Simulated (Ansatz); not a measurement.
Born–Oppenheimer molecular dynamics of ClF4HOW (8 atoms, charge 0, multiplicity 1). It starts from a relaxed structure.

Computed with Ansatz 0.2.0, RKS BLYP-D4/def2-SVP.

```yaml
ensemble: NVE (Milne-controlled integrator)
time_step: 1 fs
steps_asked: 150
starting_velocities_drawn_for: 300 K
seed: 630499
```

First frame:

```xyz
8
Properties=species:S:1:pos:R:3
W 0.017 -0.015 -0.027
O -0.127 -0.069 1.855
H -0.866 -0.166 2.489
F 1.888 0.002 0.063
F 0.043 1.866 -0.043
F -1.874 -0.025 -0.033
F 0.068 -1.895 -0.120
Cl -0.058 0.020 -2.356
```

Problem. How far do the bonds stretch over the last three quarters of this one trajectory? (Pairs bonded in most of those frames.)

Solution. 
```csv
bond,mean (Å),spread (Å),shortest,longest
W1–O2,1.880,0.013,1.86,1.91
W1–F4,1.878,0.022,1.84,1.91
W1–F5,1.887,0.024,1.85,1.92
W1–F6,1.893,0.010,1.87,1.91
W1–F7,1.886,0.011,1.87,1.90
W1–Cl8,2.335,0.023,2.30,2.37
O2–H3,0.978,0.012,0.96,1.00
```

Mean temperature of the second half: 158 K. The conserved energy stayed within 0.051 meV per atom of its start (net change 0.0072 meV per atom), so the integration is sound. Over the second half the temperature averaged 0.53 of the 300 K drawn at the start: a run that starts near a minimum puts about half its kinetic energy into the potential. A run of 0.15 ps of so small a system gives no equilibrium averages.

Run time: 7.3 min on 2 threads of Arm Neoverse V2, with other jobs on the host, peak memory 0.17 GiB.
